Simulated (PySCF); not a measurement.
**Electron correlation in Sb+ (antimony, charge +1)**

[Kr] 4d10 5s2 5p2, high-spin 3P determinant. Computed with PySCF 2.14 in aug-cc-pVQZ-PP with ECP28MDF (7s7p5d3f2g, 92 functions), with scalar relativity through the core potential. Frozen: 4s2 4p6 4d10; 4 electrons correlated.

```json
{"level": "CCSD", "correlation energy (mhartree)": "-61.71"}
{"level": "(T)", "correlation energy (mhartree)": "-1.64"}
{"level": "CCSD(T)", "correlation energy (mhartree)": "-63.35"}
```

Diagnostics: T1 = 0.0079, D1 = 0.0202, largest double amplitude 0.090.

Cost of the coupled-cluster step: of the order of 16 core-seconds, for 4 correlated electrons.

Iterations:

```
CC2 = 0
CCSD nocc = (np.int64(3), np.int64(1)), nmo = (83, 83)
frozen orbitals [[0, 1, 2, 3, 4, 5, 6, 7, 8], [0, 1, 2, 3, 4, 5, 6, 7, 8]]
max_cycle = 100
direct = 0
conv_tol = 1e-08
conv_tol_normt = 1e-06
diis_space = 8
diis_start_cycle = 0
Init t2, MP2 energy = -0.049831609072446
Init E_corr(UCCSD) = -0.0498316090870082
cycle = 1  E_corr(UCCSD) = -0.0581891156995855  dE = -0.00835750661  norm(t1,t2) = 0.040773
cycle = 2  E_corr(UCCSD) = -0.0604212293341833  dE = -0.00223211363  norm(t1,t2) = 0.0152741
cycle = 3  E_corr(UCCSD) = -0.0617162086969255  dE = -0.00129497936  norm(t1,t2) = 0.00678031
cycle = 4  E_corr(UCCSD) = -0.0617032231061379  dE = 1.29855908e-05  norm(t1,t2) = 0.00112231
cycle = 5  E_corr(UCCSD) = -0.0617088834854573  dE = -5.66037932e-06  norm(t1,t2) = 0.000150673
cycle = 6  E_corr(UCCSD) = -0.061707711220663  dE = 1.17226479e-06  norm(t1,t2) = 2.61811e-05
cycle = 7  E_corr(UCCSD) = -0.0617079875856002  dE = -2.76364937e-07  norm(t1,t2) = 5.73961e-06
cycle = 8  E_corr(UCCSD) = -0.0617080177172941  dE = -3.0131694e-08  norm(t1,t2) = 1.09817e-06
cycle = 9  E_corr(UCCSD) = -0.0617079944372039  dE = 2.32800902e-08  norm(t1,t2) = 2.25553e-07
cycle = 10  E_corr(UCCSD) = -0.0617079993306869  dE = -4.89348293e-09  norm(t1,t2) = 4.96734e-08
UCCSD converged
E(UCCSD) = -239.0245365138748  E_corr = -0.06170799933068685
UCCSD(T) correction = -0.00164193101095906
```
